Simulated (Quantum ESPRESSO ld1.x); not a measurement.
Isoelectronic series with 7 electrons, all held in the configuration [He] 2s2 2p3, which need not be the ground one along the series. Method: Dirac Kohn-Sham, LDA (Slater exchange, Perdew-Zunger correlation), spin-unpolarised, spherical densities, point nucleus; open shells are shared between the two j in proportion to 2j + 1; computed with ld1.x of Quantum ESPRESSO 7.5. Total energies (hartree) and mean radii <r> (bohr) (* marks an orbital that is empty in some or all of the ions):

| ion | E (hartree) | 3s1/2* | 2p3/2 | 2p1/2 | 2s1/2 |
|---|---|---|---|---|---|
| Ti15+ | -697.318 | 0.7420 | 0.2658 | 0.2636 | 0.3045 |
| Mn18+ | -915.818 | 0.6346 | 0.2289 | 0.2264 | 0.2633 |
| Ni21+ | -1164.900 | 0.5540 | 0.2010 | 0.1983 | 0.2316 |
| Ga24+ | -1444.936 | 0.4912 | 0.1792 | 0.1761 | 0.2065 |
| Se27+ | -1756.347 | 0.4410 | 0.1616 | 0.1582 | 0.1862 |
| Rb30+ | -2099.61 | 0.3997 | 0.1471 | 0.1434 | 0.1693 |
| Zr33+ | -2475.27 | 0.3652 | 0.1349 | 0.1310 | 0.1550 |
| Tc36+ | -2883.94 | 0.3359 | 0.1246 | 0.1204 | 0.1428 |
| Pd39+ | -3326.27 | 0.3107 | 0.1157 | 0.1112 | 0.1323 |
| In42+ | -3803.04 | 0.2888 | 0.1080 | 0.1032 | 0.1230 |
| Te45+ | -4315.08 | 0.2695 | 0.1012 | 0.09614 | 0.1148 |
| Cs48+ | -4863.32 | 0.2524 | 0.09520 | 0.08983 | 0.1075 |
